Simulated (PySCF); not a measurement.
All values below come from PySCF with B3LYP-D3(BJ)/def2-TZVP. All species are isolated molecules in the gas phase. One relaxed conformer stands for a flexible species; it need not be the lowest. B3LYP has the VWN-RPA correlation part, as in Gaussian. Delta-SCF ions had no search for a lower state. Excitations are Tamm–Dancoff values on a coarser integration grid. The basis has no diffuse functions, so Rydberg states are missing or too high.

Reference species (SMILES): `[SiH3][Si]([SiH3])([SiH3])Cl` (neutral, multiplicity 1).

```json
{
 "T1 excitation (TDA)": "4.84 eV",
 "vertical ionisation energy (Delta-SCF)": "9.42 eV"
}
```

Changed species: `[SiH2](Cl)[SiH]([SiH3])[SiH3]` (Si–Si–Si–Cl torsion 171°).

Predict the effect on the T1 excitation (TDA) and vertical ionisation energy (Delta-SCF).

the T1 excitation (TDA) increases by 0.30 eV, to 5.14 eV; the vertical ionisation energy (Delta-SCF) rises by 0.13 eV, to 9.55 eV.
